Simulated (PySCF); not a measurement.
**`CCN([SiH3])[SiH2][SiH2]F`, C₂H₁₂FNSi₃**

Geometry (Å), atoms numbered from 1 in this order:
```xyz
19

C    -1.718   -1.264    1.088
C    -1.603   -0.605   -0.282
N    -0.442    0.259   -0.377
Si   -0.680    1.920    0.049
Si    1.074   -0.463   -0.844
Si    2.750    0.133    0.608
F     4.102   -0.508   -0.011
H    -1.788   -0.504    1.862
H    -0.838   -1.875    1.281
H    -2.602   -1.895    1.130
H    -1.543   -1.377   -1.053
H    -2.505   -0.016   -0.475
H    -1.799    2.441   -0.742
H     0.567    2.610   -0.265
H    -0.997    2.053    1.478
H     0.834   -1.917   -0.856
H     1.331   -0.098   -2.253
H     2.740   -0.432    1.960
H     3.106    1.546    0.723
```

The calculation used GIAO BHandHLYP/pcSseg-1 magnetisability, rotational g tensor and spin-rotation constants, non-relativistic, gas phase (PySCF 2.14.0). Geometry: GFN2-xTB.

**Question.** How diamagnetic is it, and how anisotropic?

**Answer.** Isotropic -1394 × 10⁻³⁰ J/T², or -83.9 × 10⁻⁶ cm³/mol; principal values -1536, -1328, -1318 × 10⁻³⁰ J/T², anisotropy 214 × 10⁻³⁰ J/T² (root of half the summed squared differences of the principal values). The susceptibility is in cgs units.

**Question.** Split it along the inertial axes a, b, c into diamagnetic and paramagnetic parts about the centre of mass, with the quadrupole moment.

**Answer.** 
| axis | χ (10⁻⁶ cm³/mol) | diamagnetic (10⁻⁶ cm³/mol) | paramagnetic (10⁻⁶ cm³/mol) | summed x² of all electrons (Å²) | quadrupole Θ (D Å) |
| --- | --- | --- | --- | --- | --- |
| a | -88.8 | -731.5 | 642.7 | 340.2 | -7.68 |
| b | -81.2 | -1694.0 | 1612.8 | 113.4 | +5.89 |
| c | -81.8 | -1924.6 | 1842.7 | 59.0 | +1.79 |

Anisotropies 2χaa − χbb − χcc = -14.7 and 2χbb − χaa − χcc = +8.4 × 10⁻⁶ cm³/mol. Θ is traceless in Buckingham's convention.

**Question.** And the rotational g tensor?

**Answer.** 
| axis | rotational constant (GHz) | g | nuclear part | electronic part |
| --- | --- | --- | --- | --- |
| a | 2.1729 | -0.0338 | 0.6222 | -0.6561 |
| b | 0.7489 | -0.0172 | 0.5503 | -0.5675 |
| c | 0.6556 | -0.0141 | 0.5535 | -0.5676 |

Asymmetric top; isotopes 12C, 19F, 1H, 14N, 28Si; no vibrational averaging.
